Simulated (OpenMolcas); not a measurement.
**Ni7+: effect of the basis set**

```
Program             : OpenMolcas 26.06
Method              : RASSCF
Active space        : 9 electrons in 8 orbitals (RAS1 3p, at most 2 holes; RAS2 3d)
State averaging     : 2S+1 = 4 even, 10 roots; 2S+1 = 2 even, 40 roots
Spin-orbit coupling : state interaction with AMFI integrals over the reference wave functions, term energies averaged over their components
```

A. ANO-RCC-VTZP [6s5p3d2f1g], DKH2, point nucleus; cost of the order of 26 core-seconds
B. ANO-R2 [6s5p4d2f1g], X2C, finite nucleus; cost roughly 26 core-seconds
C. ANO-RCC-VQZP [7s6p4d3f2g1h], DKH2, point nucleus; cost about 30 core-seconds

Energies in cm-1 above 3d3 4F 3/2, the measured ground level; measured values from Corliss and Sugar, J. Phys. Chem. Ref. Data 10, 197 (1981).

| Level | A | B | C | Measured |
| --- | --- | --- | --- | --- |
| 3d3 4F 3/2 | 0.0 | 0.0 | 0.0 | 0.0 |
| 3d3 4F 5/2 | 1004 | 974 | 962 | 1012 |
| 3d3 4F 7/2 | 2332 | 2264 | 2238 | 2184 |
| 3d3 4F 9/2 | 3921 | 3811 | 3769 | 3721 |
| 3d3 4P 1/2 | 26573 | 26701 | 26659 | 23261 |
| 3d3 4P 3/2 | 26768 | 26903 | 26863 | 23710 |
| 3d3 4P 5/2 | 28198 | 28276 | 28216 | 24669 |
| 3d3 2G 7/2 | 29203 | 29409 | 29379 |  |
| 3d3 2G 9/2 | 30473 | 30655 | 30614 |  |
| 3d3 2P 3/2 [57 %] | 34920 | 35147 | 35109 |  |
| 3d3 2P 1/2 | 35154 | 35348 | 35300 |  |
| 3d3 2D 3/2(1) [62 %] | 39266 | 39428 | 39357 |  |
| 3d3 2D 5/2(1) | 39376 | 39576 | 39515 |  |
| 3d3 2H 9/2 | 40431 | 40713 | 40662 |  |
| 3d3 2H 11/2 | 41309 | 41579 | 41523 |  |
| 3d3 2F 7/2 | 64180 | 64610 | 64524 |  |
| 3d3 2F 5/2 | 64714 | 65133 | 65043 |  |
| 3d3 2D 5/2(2) | 95383 | 96035 | 95915 |  |
| 3d3 2D 3/2(2) | 96144 | 96778 | 96651 |  |

Deviations, from unrounded energies. A percentage is the sum of absolute deviations over the sum of measured energies, with the sign that they share, or ± where signs differ.

```json
{"Against measurement": "mean absolute deviation (cm-1)", "Levels": "6", "A": "1700", "B": "1700", "C": "1700"}
{"Against measurement": "fine structure of the ground term (%)", "Levels": "3", "A": "±5.1", "B": "±3.0", "C": "±2.2"}
{"Against measurement": "other terms of the ground configuration (%)", "Levels": "3", "A": "+13.8", "B": "+14.3", "C": "+14.1"}
```

A, B, C lie about equally close to measurement. The largest miss of C in the table is 3d3 4P 5/2, by +3500 cm-1. The ranking rests on the paired levels alone, and a cruder setting can come out closer through cancelling errors.

Among A to C the level of the table that moves most is 3d3 2D 5/2(2), by 650 cm-1 (lowest in A, highest in B).

Without dynamic correlation excited terms often stand tens of per cent too high (terms of higher spin than the ground term too low), and those without a measured partner can miss by more than the paired ones. Active for correlation alone: 3p; no level in the range computed is led by a configuration that opens it, so any true level of that kind is missing. Measured partners are found by configuration, term and J. A level has none where our copy of the source lacks it or the pairing is in doubt (some pairs that miss far off the trend of their configuration count as doubtful), and it then counts in no deviation. Levels of configurations outside the active space are missing.

A share in square brackets marks a mixed level and gives the weight of the term that names it, the lowest over the columns. A number in round brackets counts repeated terms of one configuration in the order of the reference energies.
